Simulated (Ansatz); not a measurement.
## Dissociation curves of HBr (hydrogen bromide)

The species is HBr (2 atoms), meant as a singlet with charge 0. As SMILES, `Br`. The coordinates come from a PBE0-D4/def2-TZVP relaxation.

```xyz
2

Br   -0.6032    0.2180   -0.3050
H     0.6032   -0.2180    0.3050
```

The Br1–H2 distance is scanned; the parts on either side stay rigid. Basis STO-3G, 9 core orbitals frozen in the correlated methods; program Ansatz 0.2.0. FCI is exact within this basis and core. Energies in eV from each method's value at 1.420 Å; methods without a U are spin-restricted. The shape above is that at 1.420 Å.

| distance (Å) | SVWN5 | PBE | r2SCAN | HSE06 | MP2 | CCSDT | FCI |
| --- | --- | --- | --- | --- | --- | --- | --- |
| 1.420 | 0.00 | 0.00 | 0.00 | 0.00 | 0.00 | 0.00 | 0.00 |
| 1.776 | 1.01 | 0.95 | 1.07 | 1.11 | 1.21 | 0.96 | 0.96 |
| 2.131 | 2.80 | 2.68 | 2.91 | 3.04 | 3.18 | 2.46 | 2.46 |
| 2.841 | 5.48 | 5.23 | 5.59 | 5.92 | 5.49 | 3.78 | 3.78 |
| 3.551 | 6.56 | 6.26 | 6.65 | 7.12 | 5.21 | 3.94 | 3.94 |

Departure from the FCI curve at its largest: SVWN5 +2.62 eV at 3.55 Å; PBE +2.32 eV at 3.55 Å; r2SCAN +2.72 eV at 3.55 Å; HSE06 +3.18 eV at 3.55 Å; MP2 +1.71 eV at 2.84 Å; CCSDT within 0.005 eV. The curve of MP2 turns over, which the reference doesn't. Restricted functionals keep the electrons paired too, and rise too high.
